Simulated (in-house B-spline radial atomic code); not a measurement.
Values are calculated unless marked as measured or tabulated.
Correlation energy from the adiabatic connection: −Z exp(−kr)/r, Z = 3.73, k = 0.926

Two electrons in a singlet, external potential −Z exp(−kr)/r, Z = 3.73, k = 0.926 (atomic units). Full CI in B-splines (partial waves to l = 8, correlation up to 0.6 % small) with the density held fixed gives W(λ) = <V_ee>_λ − U, and E_c is the integral of W(λ) − W(0) from 0 to 1.

```json
{"λ": "0", "W(λ) − W(0) (hartree)": "0.00000"}
{"λ": "0.02", "W(λ) − W(0) (hartree)": "-0.00191"}
{"λ": "0.05", "W(λ) − W(0) (hartree)": "-0.00477"}
{"λ": "0.12", "W(λ) − W(0) (hartree)": "-0.01135"}
{"λ": "0.25", "W(λ) − W(0) (hartree)": "-0.02329"}
{"λ": "0.4", "W(λ) − W(0) (hartree)": "-0.03663"}
{"λ": "0.6", "W(λ) − W(0) (hartree)": "-0.05375"}
{"λ": "0.8", "W(λ) − W(0) (hartree)": "-0.07012"}
{"λ": "1", "W(λ) − W(0) (hartree)": "-0.08581"}
```

Task: Integrate the table by the trapezoid rule.

Result: The strips give -0.00002, -0.00010, -0.00056, -0.00225, -0.00449, -0.00904, -0.01239, -0.01559, which sum to -0.04445 hartree. The direct value, W(1) − W(0) + T_c with T_c = 0.04131, is -0.04449; the curve is convex, so chords lie above it and the trapezoids fall short in size by 0.10 %.

Task: Now use only three numbers: W(0) = -1.9805, the initial slope W'(0) = -0.09592 (extrapolated from the first points) and the strong-coupling limit of the point-charge-plus-continuum model, W∞ = -2.826. What do second-order theory and the interpolation W(λ) = W∞ + (W(0) − W∞)/√(1 + 2χλ) of Seidl, Perdew and Levy give?

Result: Second order keeps the slope alone: E_c = W'(0)/2 = -0.04796, +8 % in size against -0.04449. Matching the slope fixes χ = W'(0)/(W∞ − W(0)) = -0.09592/(-0.84550) = 0.11345. Integrating, with s = √(1 + 2χ) = 1.107653, E_c = −(W(0) − W∞)(s − 1)/(s + 1) = −0.84550 × 0.107653/2.107653 = -0.04319 hartree, -2.9 % in size against the full result. At λ = 1 the formula gives W − W(0) = -0.08217 against -0.08581. Part of the miss can come from the model's W∞.
